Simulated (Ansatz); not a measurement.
Geometry optimisation, RKS PBE/def2-SVP in Ansatz 0.2.0.

The input (input.yaml):

```yaml
crystal:
  periodic: [false, false, false]
  atoms:
    - { symbol: Si, position_ang: [-2.0972, 0.5627, -0.1231] }
    - { symbol: S, position_ang: [-1.0422, -1.1601, 0.407] }
    - { symbol: C, position_ang: [0.5297, -1.0089, -0.4542] }
    - { symbol: Si, position_ang: [1.8908, -0.0646, 0.5452] }
    - { symbol: Cl, position_ang: [1.5491, 1.9395, 0.3131] }
    - { symbol: H, position_ang: [-1.8578, 0.9194, -1.5609] }
    - { symbol: H, position_ang: [-1.6794, 1.7266, 0.7365] }
    - { symbol: H, position_ang: [-3.5529, 0.3599, 0.0538] }
    - { symbol: H, position_ang: [0.4333, -0.5682, -1.3983] }
    - { symbol: H, position_ang: [0.9302, -2.0311, -0.5629] }
    - { symbol: H, position_ang: [3.1738, -0.3541, 0.0582] }
    - { symbol: H, position_ang: [1.7995, -0.3764, 2.0194] }
basis:
  gaussian: { orbitals: def2-SVP }
hamiltonian:
  xc: pbe
relax:
  f_tol: 0.015
  max_steps: 40
```

Launched with:

```bash
$ ansatz run input.yaml --threads 2 --pin off --max-ram 3072MiB --backend cpu --events-out ev --progress --plain --runs-dir out
```

Where does it end, and by what steps?

It converged. After 9 steps the energy has fallen by 0.336 eV; Cl5 moved furthest, 0.24 Å.

| step | energy less start (eV) | largest force component (eV/Å) | accepted |
| --- | --- | --- | --- |
| 0 | 0.0000 | 2.326 | yes |
| 1 | -0.2823 | 0.817 | yes |
| 2 | -0.3227 | 0.232 | yes |
| 3 | -0.3305 | 0.135 | yes |
| 4 | -0.3321 | 0.040 | yes |
| 5 | -0.3336 | 0.043 | yes |
| 6 | -0.3341 | 0.037 | yes |
| 7 | -0.3358 | 0.056 | yes |
| 8 | -0.3361 | 0.028 | yes |
| 9 | -0.3364 | 0.013 | yes |

```xyz
12
Properties=species:S:1:pos:R:3
Si -2.073 0.668 -0.131
S -1.083 -1.173 0.448
C 0.559 -1.073 -0.395
Si 1.862 -0.068 0.538
Cl 1.357 1.959 0.448
H -1.721 0.991 -1.559
H -1.778 1.854 0.741
H -3.536 0.338 -0.015
H 0.444 -0.712 -1.439
H 0.912 -2.126 -0.461
H 3.207 -0.226 -0.118
H 1.927 -0.487 1.976
```

Time of the run: 20 s on 2 threads of AMD EPYC 9R14 (Zen 4), with other jobs on the host, peak memory 0.19 GiB.
